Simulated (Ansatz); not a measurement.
Gas-phase reaction R1 + R2 → P1, each structure at its B3LYP-D3(BJ)/def2-TZVP stationary point, reached from a drawn start (curvature not checked).
R1: OSi (SMILES [O+]#[Si-]), charge 0, multiplicity 1.
P1, Cl2OSi (SMILES O=[Si](Cl)Cl) (charge 0, multiplicity 1):
```json
[
 {"atom": "Si", "x (Å)": "0.2107", "y (Å)": "0.0000", "z (Å)": "0.0000"},
 {"atom": "O", "x (Å)": "1.7206", "y (Å)": "0.0000", "z (Å)": "0.0000"},
 {"atom": "Cl", "x (Å)": "-0.9657", "y (Å)": "1.6384", "z (Å)": "0.0000"},
 {"atom": "Cl", "x (Å)": "-0.9657", "y (Å)": "-1.6384", "z (Å)": "0.0000"}
]
```
R2: Cl2 (SMILES ClCl), charge 0, multiplicity 1.

P less R. No zero-point or thermal terms.

Frozen-core correlation throughout.

Programs: Ansatz (an electronic-structure program) with Gaussian orbitals. No computed number here is a measurement.

Task: What reaction energy does CCSD(T)/cc-pV(D+d)Z give?

Result: -81.0 kcal/mol

Task: What reaction energy does SCS-MP2/cc-pV(D+d)Z give?

Result: -84.7 kcal/mol

Task: Estimate the reaction energy that CCSD(T)/cc-pV(T+d)Z returns for this input.

Result: -85.7 kcal/mol
